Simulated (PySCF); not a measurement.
NbOCl₃, SMILES [O]=[Nb]([Cl])([Cl])[Cl], multiplicity 1. Heavy atoms are numbered as in [Nb:1](=[O:2])([Cl:3])([Cl:4])[Cl:5].

Geometry: B3LYP-D3(BJ)/def2-SVP. The spin state was assumed, not searched. The isomer is the one that the SMILES or the coordinates give; other isomers of the formula were not compared. The def2 effective core potentials stand for the cores of Nb; spin–orbit coupling is left out.

Method: PBE0/def2-TZVP in PySCF.

Atomic charges (e), one atom of each kind:

| atom | Löwdin | Mulliken |
|---|---|---|
| Nb1 | -0.06 | 1.48 |
| O2 | -0.23 | -0.47 |
| Cl3 | 0.10 | -0.34 |
